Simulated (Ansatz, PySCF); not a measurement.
Breaking the C3–H4 bond in CH4Sn (SMILES [CH3][SnH]) (multiplicity 1 held, fragments rigid). Energies count from the point at 1.093 Å.
Geometry at that point (charge 0, multiplicity 1):
```xyz
6

Sn     0.0098     0.2505     0.2452
H     -0.3459     1.4134    -1.0648
C     -0.0133    -1.4564    -1.1581
H      0.7372    -1.2942    -1.9360
H     -0.9867    -1.5032    -1.6533
H      0.1836    -2.4027    -0.6567
```

Active spaces are followed from a long bond inwards. Levels need not reach the same state.

Frozen-core correlation. Filled d and f shells under p-block atoms count as core. Rows in 3-21G carry no dispersion term and start afresh at each structure; the Pople sets are all-electron and without relativity.

Codes used: Ansatz (a program for electronic structure) with Gaussian orbitals; PySCF for 3-21G rows. Each number belongs to the level named beside it. In def2 rows elements past Kr take small-core potentials, without spin–orbit coupling.

Problem. Estimate the energy at R = 3.498 Å that R-HF/3-21G returns for this input.

Solution. 789 kJ/mol

Problem. What energy at R = 3.498 Å does FIC-MRCISD+Q on CASSCF(2,2)/def2-TZVPP give?

Solution. 457 kJ/mol

Doubts at one or more of the structures used: a restricted determinant that unrestricted orbitals would lower (R-HF/3-21G).
